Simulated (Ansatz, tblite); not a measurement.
Cost and result up the ladder for BiF₃ (4 atoms). The state is a singlet with charge 0. Geometry: PBE-D4/def2-TZVP.

```csv
atom,x (Å),y (Å),z (Å)
Bi1,0.687,0.124,-0.331
F2,-0.716,1.575,-0.293
F3,0.557,-0.358,1.625
F4,-0.529,-1.341,-1.001
```

Ansatz on 4 threads of AMD EPYC 7R43 on a shared host; xTB runs through tblite on one thread. Times are rough, summed over both states, and most runs start from the orbitals of an earlier one. No level here is sound enough to serve as a yardstick. The other state is a triplet.

In the def2 sets Bi takes a core potential; there is no spin–orbit coupling. The xTB rows come from tblite. HOMO above LUMO, or a gap near zero within one spin, warns that the state may not be the lowest or that an electron is smeared out.

xTB has no spin-polarisation term.

| level | functions | vertical triplet (eV) | remarks |
| --- | --- | --- | --- |
| r2SCAN-D4/def2-TZVP (with forces) | 143 | 5.89 | – |
| GFN2-xTB | 16 | 8.03 | – |
| PBE-D4/def2-TZVP | 143 | 5.76 | gap within one spin near zero (triplet) |
| GFN1-xTB | 16 | 6.44 | – |

(1) Estimate how long each takes.

Answers

(1) GFN1-xTB 0.004 s; GFN2-xTB 0.004 s; PBE-D4/def2-TZVP 3.5 s; r2SCAN-D4/def2-TZVP (with forces) 8.4 s. On shared hardware such times vary by a factor of up to 3.
